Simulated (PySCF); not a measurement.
**Orbital levels and atomic charges: C10H24O18Si8**

System: C10H24O18Si8 (silsesquioxane), SMILES C=C[Si@@]12O[Si@@]3(C=C)O[Si@@]4(OC)O[Si@@](OC)(O1)O[Si@@]1(OC)O[Si@@](OC)(O2)O[Si@@](OC)(O3)O[Si@@](OC)(O4)O1.

Cartesian coordinates (Å):
```
  1 C    -2.988    2.297    3.858
  2 C    -1.888    2.648    3.210
  3 Si   -1.038    1.590    1.914
  4 O    -0.093    0.499    2.647
  5 Si    0.906   -0.769    2.530
  6 C     1.524   -1.221    4.244
  7 C     2.460   -0.551    4.901
  8 O     0.128   -2.056    1.935
  9 Si   -0.609   -2.535    0.593
 10 O    -0.917   -4.082    0.897
 11 C    -1.550   -5.002    0.038
 12 O    -1.994   -1.742    0.333
 13 Si   -2.545   -0.283   -0.047
 14 O    -4.134   -0.521   -0.112
 15 C    -5.138    0.440   -0.341
 16 O    -2.189    0.837    1.061
 17 O    -2.013    0.217   -1.492
 18 Si   -0.701    0.665   -2.324
 19 O    -1.148    1.084   -3.813
 20 C    -2.078    2.090   -4.143
 21 O     0.014    1.914   -1.595
 22 Si    0.790    2.523   -0.313
 23 O     1.116    4.074   -0.578
 24 C     1.985    4.590   -1.562
 25 O    -0.160    2.577    0.980
 26 O     2.157    1.703   -0.059
 27 Si    2.744    0.238    0.234
 28 O     4.321    0.515    0.351
 29 C     5.334   -0.429    0.614
 30 O     2.182   -0.382    1.615
 31 O     2.450   -0.794   -0.974
 32 Si    1.254   -1.553   -1.726
 33 O     2.042   -2.531   -2.729
 34 C     1.489   -3.322   -3.756
 35 O     0.336   -2.411   -0.712
 36 O     0.312   -0.554   -2.580
 37 H    -3.446    2.925    4.607
 38 H    -3.476    1.358    3.658
 39 H    -1.436    3.603    3.443
 40 H     1.078   -2.083    4.722
 41 H     2.935    0.312    4.466
 42 H     2.791   -0.834    5.888
 43 H    -2.565   -4.675   -0.190
 44 H    -1.575   -5.961    0.555
 45 H    -0.990   -5.099   -0.894
 46 H    -5.004    0.910   -1.316
 47 H    -6.095   -0.081   -0.311
 48 H    -5.110    1.212    0.430
 49 H    -3.048    1.875   -3.692
 50 H    -2.169    2.104   -5.229
 51 H    -1.734    3.061   -3.785
 52 H     1.653    4.293   -2.558
 53 H     2.999    4.219   -1.403
 54 H     1.966    5.676   -1.471
 55 H     6.282    0.109    0.622
 56 H     5.168   -0.905    1.582
 57 H     5.348   -1.197   -0.159
 58 H     0.876   -2.712   -4.420
 59 H     2.321   -3.756   -4.311
 60 H     0.872   -4.116   -3.334
```

Method: wB97X-D/6-31G*, gas phase, PySCF, fitting set def2-universal-JFIT up to Ne and JKFIT beyond, grid level 1.

(1) Give the orbital energies near the gap.

(2) Give the partial charges of the non-hydrogen atoms.

Results:

(1) 
| orbital | eV |
| --- | --- |
| HOMO-4 | -10.21 |
| HOMO-3 | -10.19 |
| HOMO-2 | -10.14 |
| HOMO-1 | -9.68 |
| HOMO | -9.60 |
| LUMO | 1.70 |
| LUMO+1 | 1.87 |
| LUMO+2 | 1.94 |
| LUMO+3 | 3.58 |

(2) 
| atom | Mulliken | IAO | Hirshfeld |
| --- | --- | --- | --- |
| C1 | -0.36 | -0.26 | -0.07 |
| C2 | -0.32 | -0.46 | -0.14 |
| Si3 | 1.08 | 1.58 | 0.52 |
| O4 | -0.62 | -0.87 | -0.30 |
| Si5 | 1.08 | 1.58 | 0.52 |
| C6 | -0.33 | -0.46 | -0.14 |
| C7 | -0.35 | -0.26 | -0.07 |
| O8 | -0.61 | -0.87 | -0.30 |
| Si9 | 1.19 | 1.73 | 0.56 |
| O10 | -0.52 | -0.65 | -0.24 |
| C11 | -0.24 | -0.19 | 0.00 |
| O12 | -0.61 | -0.87 | -0.30 |
| Si13 | 1.18 | 1.72 | 0.55 |
| O14 | -0.53 | -0.65 | -0.24 |
| C15 | -0.24 | -0.19 | 0.00 |
| O16 | -0.63 | -0.88 | -0.30 |
| O17 | -0.63 | -0.88 | -0.31 |
| Si18 | 1.16 | 1.73 | 0.55 |
| O19 | -0.53 | -0.65 | -0.24 |
| C20 | -0.24 | -0.19 | 0.00 |
| O21 | -0.63 | -0.88 | -0.31 |
| Si22 | 1.19 | 1.73 | 0.56 |
| O23 | -0.52 | -0.65 | -0.24 |
| C24 | -0.25 | -0.19 | 0.00 |
| O25 | -0.62 | -0.87 | -0.30 |
| O26 | -0.62 | -0.87 | -0.30 |
| Si27 | 1.18 | 1.73 | 0.56 |
| O28 | -0.52 | -0.65 | -0.24 |
| C29 | -0.25 | -0.19 | 0.00 |
| O30 | -0.63 | -0.88 | -0.30 |
| O31 | -0.61 | -0.87 | -0.30 |
| Si32 | 1.17 | 1.73 | 0.56 |
| O33 | -0.52 | -0.65 | -0.24 |
| C34 | -0.24 | -0.19 | 0.00 |
| O35 | -0.63 | -0.88 | -0.31 |
| O36 | -0.62 | -0.87 | -0.30 |
